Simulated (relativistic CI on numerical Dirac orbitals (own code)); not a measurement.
## Ligand-field terms of d8

Computed with a parametric ligand-field model of a d^n configuration (Racah B and C, spin-orbit zeta, crystal field), exact diagonalisation.

Field parameters in Wybourne normalisation: D3d B²₀ = −7Dσ, B⁴₀ = −14Dq − 21Dτ, B⁴₃ = −14√(10/7) Dq; D4h B²₀ = −7Ds, B⁴₀ = 21(Dq − Dt), B⁴₄ = 21√(5/14) Dq; Td as Oh with Dq negative (B⁴₀ = 21Dq, B⁴₄ = √(5/14) B⁴₀). The field is a parameter set, without covalency.

Task: Ground term and bands for B = 690, C = 3000, ζ = 0 cm⁻¹, D3d, 10Dq = 18750, Dσ = -770, Dτ = -360 cm⁻¹?

Result: Ground term 3A2 with 2.00 electrons in the two orbitals of the cubic e set. Spin-allowed: 3E 15906 cm⁻¹ (629 nm), 3A1 18924 cm⁻¹ (528 nm), 3E 24123 cm⁻¹ (415 nm), 3A2 25788 cm⁻¹ (388 nm). Lowest spin-forbidden: 1E 11358 cm⁻¹ (880 nm), 1A1 20238 cm⁻¹ (494 nm), 1E 26552 cm⁻¹ (377 nm).

Task: Ground term and bands for B = 980, C = 3520, ζ = 0 cm⁻¹, D4h, 10Dq = 20950, Ds = -1500, Dt = -520 cm⁻¹?

Result: Ground term 3B1 with 2.00 electrons in the two orbitals of the cubic e set. Spin-allowed: 3B2 20950 cm⁻¹ (477 nm), 3E 23757 cm⁻¹ (421 nm), 3E 32959 cm⁻¹ (303 nm), 3A2 38269 cm⁻¹ (261 nm). Lowest spin-forbidden: 1A1 10329 cm⁻¹ (968 nm), 1B1 14640 cm⁻¹ (683 nm), 1A1 30813 cm⁻¹ (325 nm).

Task: Ground term and bands for B = 700, C = 2860, ζ = 0 cm⁻¹, D3d, 10Dq = 20950, Dσ = -300, Dτ = -40 cm⁻¹?

Result: Ground term 3A2 with 2.00 electrons in the two orbitals of the cubic e set. Spin-allowed: 3E 20567 cm⁻¹ (486 nm), 3A1 21191 cm⁻¹ (472 nm), 3E 28015 cm⁻¹ (357 nm), 3A2 28256 cm⁻¹ (354 nm). Lowest spin-forbidden: 1E 11180 cm⁻¹ (894 nm), 1A1 20372 cm⁻¹ (491 nm), 1E 31543 cm⁻¹ (317 nm).

Task: A d8 ion in Td symmetry has the ground term 3T1 and bands at 3T2 3435 cm⁻¹ (2911 nm), 3A2 7435 cm⁻¹ (1345 nm), 1T2 7740 cm⁻¹ (1292 nm), 1E 8126 cm⁻¹ (1231 nm), 3T1 11120 cm⁻¹ (899 nm), 1T2 12880 cm⁻¹ (776 nm). Which parameters reproduce them?

Result: B = 550, C = 2100, ζ = 0 cm⁻¹, Td, 10Dq = -4000 cm⁻¹.

Task: Ground term and bands for B = 520, C = 2440, ζ = 0 cm⁻¹, D4h, 10Dq = 16950, Ds = -1500, Dt = -200 cm⁻¹?

Result: Ground term 3B1 with 2.00 electrons in the two orbitals of the cubic e set. Spin-allowed: 3E 16610 cm⁻¹ (602 nm), 3B2 16950 cm⁻¹ (590 nm), 3E 22978 cm⁻¹ (435 nm), 3A2 28741 cm⁻¹ (348 nm). Lowest spin-forbidden: 1A1 4855 cm⁻¹ (2060 nm), 1B1 8946 cm⁻¹ (1118 nm), 1A1 20348 cm⁻¹ (491 nm).
